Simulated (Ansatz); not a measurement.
**Molecular dynamics of FGaH4**

Input:

```yaml
crystal:
  periodic: [false, false, false]
  atoms:
    - { symbol: Ga, position_ang: [-0.468, -0.2945, -0.4217] }
    - { symbol: F, position_ang: [0.4007, -0.1623, 1.5113] }
    - { symbol: H, position_ang: [0.0955, -1.5104, -1.1784] }
    - { symbol: H, position_ang: [-1.8851, 0.3138, -0.4174] }
    - { symbol: H, position_ang: [0.8574, 0.5855, 0.6746] }
    - { symbol: H, position_ang: [0.9995, 1.068, -0.1684] }
magnetization:
  spin_polarized: true
basis:
  gaussian: { orbitals: def2-SVP }
hamiltonian:
  xc: blyp
md:
  timestep: 0.5
  n_steps: 150
  ensemble: nve
  temperature: 100.0
  initial_velocities: maxwell_boltzmann
  seed: 477180
```

Run as:

```bash
$ ansatz run input.yaml --threads 1 --pin off --max-ram 2048MiB --backend cpu --events-out ev --progress --plain --runs-dir out
```

It starts from a rough guess of a transition structure, not a stationary point.

Output, in part (one step line in 6, the closing report, with atoms numbered from 0):

```
md step     0: t =     0.00 fs  T =   100.0 K  F+E_penalty+E_count = -55151.30051641 eV  E_kin = 0.051704 eV  conserved = -55151.24881241 eV  (26 SCF iters)
md step     6: t =     3.00 fs  T =    92.9 K  F+E_penalty+E_count = -55151.29672056 eV  E_kin = 0.048028 eV  conserved = -55151.24869219 eV  (31 SCF iters)
md step    12: t =     6.00 fs  T =   215.9 K  F+E_penalty+E_count = -55151.36064439 eV  E_kin = 0.111654 eV  conserved = -55151.24899089 eV  (30 SCF iters)
md step    18: t =     9.00 fs  T =   239.5 K  F+E_penalty+E_count = -55151.37274559 eV  E_kin = 0.123853 eV  conserved = -55151.24889307 eV  (29 SCF iters)
md step    24: t =    12.00 fs  T =   224.3 K  F+E_penalty+E_count = -55151.36480447 eV  E_kin = 0.115986 eV  conserved = -55151.24881880 eV  (29 SCF iters)
md step    30: t =    15.00 fs  T =   242.9 K  F+E_penalty+E_count = -55151.37461866 eV  E_kin = 0.125588 eV  conserved = -55151.24903088 eV  (29 SCF iters)
md step    36: t =    18.00 fs  T =   160.9 K  F+E_penalty+E_count = -55151.33198198 eV  E_kin = 0.083195 eV  conserved = -55151.24878700 eV  (26 SCF iters)
md step    42: t =    21.00 fs  T =   192.2 K  F+E_penalty+E_count = -55151.34814536 eV  E_kin = 0.099391 eV  conserved = -55151.24875396 eV  (30 SCF iters)
md step    48: t =    24.00 fs  T =   330.7 K  F+E_penalty+E_count = -55151.42018223 eV  E_kin = 0.171000 eV  conserved = -55151.24918269 eV  (30 SCF iters)
md step    54: t =    27.00 fs  T =   243.7 K  F+E_penalty+E_count = -55151.37474873 eV  E_kin = 0.125984 eV  conserved = -55151.24876517 eV  (26 SCF iters)
md step    60: t =    30.00 fs  T =   238.9 K  F+E_penalty+E_count = -55151.37233202 eV  E_kin = 0.123528 eV  conserved = -55151.24880415 eV  (30 SCF iters)
md step    66: t =    33.00 fs  T =   253.0 K  F+E_penalty+E_count = -55151.38001686 eV  E_kin = 0.130812 eV  conserved = -55151.24920502 eV  (27 SCF iters)
md step    72: t =    36.00 fs  T =   257.6 K  F+E_penalty+E_count = -55151.38219882 eV  E_kin = 0.133194 eV  conserved = -55151.24900477 eV  (27 SCF iters)
md step    78: t =    39.00 fs  T =   357.6 K  F+E_penalty+E_count = -55151.43373861 eV  E_kin = 0.184874 eV  conserved = -55151.24886494 eV  (29 SCF iters)
md step    84: t =    42.00 fs  T =   484.0 K  F+E_penalty+E_count = -55151.49942457 eV  E_kin = 0.250266 eV  conserved = -55151.24915868 eV  (29 SCF iters)
md step    90: t =    45.00 fs  T =   412.7 K  F+E_penalty+E_count = -55151.46191882 eV  E_kin = 0.213392 eV  conserved = -55151.24852656 eV  (25 SCF iters)
md step    96: t =    48.00 fs  T =   524.2 K  F+E_penalty+E_count = -55151.52070646 eV  E_kin = 0.271035 eV  conserved = -55151.24967124 eV  (25 SCF iters)
md step   102: t =    51.00 fs  T =   494.3 K  F+E_penalty+E_count = -55151.50410355 eV  E_kin = 0.255577 eV  conserved = -55151.24852629 eV  (25 SCF iters)
md step   108: t =    54.00 fs  T =   604.3 K  F+E_penalty+E_count = -55151.56201873 eV  E_kin = 0.312441 eV  conserved = -55151.24957732 eV  (24 SCF iters)
md step   114: t =    57.00 fs  T =   710.3 K  F+E_penalty+E_count = -55151.61735422 eV  E_kin = 0.367258 eV  conserved = -55151.25009656 eV  (25 SCF iters)
md step   120: t =    60.00 fs  T =   619.7 K  F+E_penalty+E_count = -55151.56880659 eV  E_kin = 0.320417 eV  conserved = -55151.24838954 eV  (25 SCF iters)
md step   126: t =    63.00 fs  T =   677.0 K  F+E_penalty+E_count = -55151.59980056 eV  E_kin = 0.350060 eV  conserved = -55151.24974037 eV  (25 SCF iters)
md step   132: t =    66.00 fs  T =   688.3 K  F+E_penalty+E_count = -55151.60605206 eV  E_kin = 0.355873 eV  conserved = -55151.25017955 eV  (26 SCF iters)
md step   138: t =    69.00 fs  T =   545.8 K  F+E_penalty+E_count = -55151.53058631 eV  E_kin = 0.282196 eV  conserved = -55151.24839047 eV  (25 SCF iters)
md step   144: t =    72.00 fs  T =   555.6 K  F+E_penalty+E_count = -55151.53657556 eV  E_kin = 0.287292 eV  conserved = -55151.24928307 eV  (24 SCF iters)
md step   150: t =    75.00 fs  T =   616.5 K  F+E_penalty+E_count = -55151.56900544 eV  E_kin = 0.318730 eV  conserved = -55151.25027556 eV  (27 SCF iters)
Total energy: -55151.56930581 eV, -2026.7827889123 hartree
Atom 0 at    -0.495449    -0.284448    -0.516922 Å, force     0.577608    -0.153757     0.450421 eV/Å
Atom 1 at     0.513282    -0.152871     1.784328 Å, force    -0.082652    -0.057233     0.024249 eV/Å
Atom 2 at     0.031414    -1.767342    -0.690530 Å, force    -0.101935    -0.018519    -0.125357 eV/Å
Atom 3 at    -1.926383     0.064200    -0.034829 Å, force    -0.488156     0.016802     0.047711 eV/Å
Atom 4 at     1.271562     0.381365     1.944559 Å, force    -0.062920     0.003752    -0.156817 eV/Å
Atom 5 at     0.467449     0.905670    -0.868264 Å, force     0.158055     0.208954    -0.240207 eV/Å
Dipole moment:     0.362649     0.201388     0.289008 e Å
```

All steps were run. The conserved energy stayed within 0.24 meV per atom of its start (net change -0.24 meV per atom), so the integration is sound. The system heated up, since it started high on the potential surface and ran downhill. A run of 0.075 ps of so small a system gives no equilibrium averages. The orbitals stay closed-shell, which can raise the energy where a bond breaks towards radicals; this wasn't checked here.

The step under study would form Ga1–H6, F2–H5 and break Ga1–F2, H5–H6. These pairs go: Ga1–H6 2.02 → 1.57 Å, F2–H5 1.21 → 0.94 Å, Ga1–F2 2.12 → 2.52 Å, H5–H6 0.98 → 2.97 Å. In the last frame they stand as after the step (other bonds may differ from the relaxed reactants and products). It ends as FH + GaH3. Pairs count as bonded within 1.25 times the sum of covalent radii (0.12 Å more for H–H).

Last frame:

```xyz
6
Properties=species:S:1:pos:R:3
Ga -0.495 -0.284 -0.517
F 0.513 -0.153 1.784
H 0.031 -1.767 -0.691
H -1.926 0.064 -0.035
H 1.272 0.381 1.945
H 0.467 0.906 -0.868
```

Time of the run: 4.1 min on 1 thread of Intel(R) Xeon(R) Platinum 8375C CPU @ 2.90GHz (Ice Lake) (shared host), peak memory 0.14 GiB.
